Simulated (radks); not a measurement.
The numbers below are computed, except where a source is named.
The mercury ion Hg3+, 77 electrons, occupied as [Xe] 4f14 5d8 6p1 (not the ground configuration). Level of theory: Dirac Kohn-Sham, BP86, spin-unpolarised, spherical densities, point nucleus; open shells fill j = l - 1/2 first (a radial shooting solver on a logarithmic mesh with Libxc functionals).

X-ray form factor f0, the Fourier transform of the density (f0(0) = 77):

sin(theta)/lambda (1/angstrom)  f0 (electrons)
0.05                                    76.253
0.1                                     74.174
0.15                                    71.153
0.2                                     67.619
0.25                                    63.909
0.3                                     60.241
0.4                                     53.465
0.5                                     47.681
0.6                                     42.830
0.8                                     35.121
1                                       29.088
1.25                                    23.314
1.5                                     19.326
2                                       14.959
